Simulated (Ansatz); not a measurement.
What each rung costs, and what it gives

Saddle point of AlN2H7O, closed shell (AlN₂H₅O ([NH2][Al]([NH2])[OH]) + H₂ → AlN₂H₅ ([NH2][AlH][NH2]) + H₂O (still joined by a long Al–O bond); bonds formed: Al1–H6, O2–H5; bonds broken: H5–H6; bonds weakened to dative contacts: Al1–O2), PBE0-D4/def2-TZVP structure:

| atom | x (Å) | y (Å) | z (Å) |
| --- | --- | --- | --- |
| Al1 | -0.1292 | -0.0630 | 0.0147 |
| O2 | 0.0599 | 1.7901 | -0.1156 |
| N3 | 1.0299 | -1.0522 | -0.8961 |
| N4 | -0.6227 | -0.5030 | 1.6558 |
| H5 | -0.7767 | 1.3743 | -0.8757 |
| H6 | -1.3481 | 0.4951 | -1.1589 |
| H7 | 0.8422 | 2.1310 | -0.5607 |
| H8 | 1.6701 | -1.7052 | -0.4758 |
| H9 | 1.0228 | -1.1710 | -1.8952 |
| H10 | -0.9912 | 0.1496 | 2.3275 |
| H11 | -0.7568 | -1.4458 | 1.9800 |

Barriers are electronic and count from the start structure reached by relaxing down the imaginary mode.

Program: Ansatz 0.2.0. Basis: as named in each row. Cores are frozen in the correlated methods. B3LYP uses VWN-RPA correlation. Extrapolation: Hartree–Fock as exp(−7.88 √X), correlation as X^−2.97.

Times are rough, for one single point on 4 threads of a shared host (Intel Xeon).

The estimate by CCSD(T) at an estimated basis limit (MP2 extrapolated from triple and quadruple zeta, plus CCSD(T) − MP2 in triple zeta) is 120.4 kJ/mol.

```tsv
method	basis	time (s)	barrier (kJ/mol)	method less estimate
HF	STO-3G	under 1	160.6	40.2
PBE-D4	STO-3G	under 1	52.8	-67.6
SPW92	def2-SVP	1	36.4	-84.0
B3LYP-D4	6-31G	2	117.3	-3.1
PBE-D4	def2-SVP	2	68.8	-51.6
PBE0-D4	def2-SVP	2	80.6	-39.9
SPW92	def2-TZVPP	2	58.7	-61.7
PBE-D4	def2-TZVPP	3	90.7	-29.7
BLYP-D4	def2-TZVPP	3	109.8	-10.7
BHLYP-D4	def2-TZVPP	4	124.9	4.4
B3LYP-D4	def2-TZVPP	4	114.4	-6.0
PBE0-D4	def2-TZVPP	4	99.7	-20.7
CAM-B3LYP-D4	def2-TZVPP	5	113.0	-7.4
wB97M-V	def2-SVP	5	88.0	-32.4
r2SCAN-D4	def2-TZVPP	5	99.5	-21.0
r2SCAN0-D4	def2-TZVPP	6	106.1	-14.4
CCSD(T)	def2-SVP	6	104.2	-16.2
B97M-V	def2-TZVPP	8	102.4	-18.0
B2PLYP	def2-TZVPP	9	117.9	-2.5
PBE-QIDH	def2-TZVPP	9	109.9	-10.5
wB97X-V	def2-TZVPP	9	113.7	-6.8
wB97M-V	def2-TZVPP	10	113.9	-6.6
RPA on PBE	def2-TZVPP	11	117.7	-2.7
MP2	def2-QZVPP	35	120.5	0.1
CCSD(T)	def2-TZVPP	100	118.4	-2.0
```

All methods are single points on the PBE0-D4 structures.

No T1 diagnostic of these runs exceeds 0.012.

Labels in which every atom is bracketed show which atoms are joined, not bond orders.
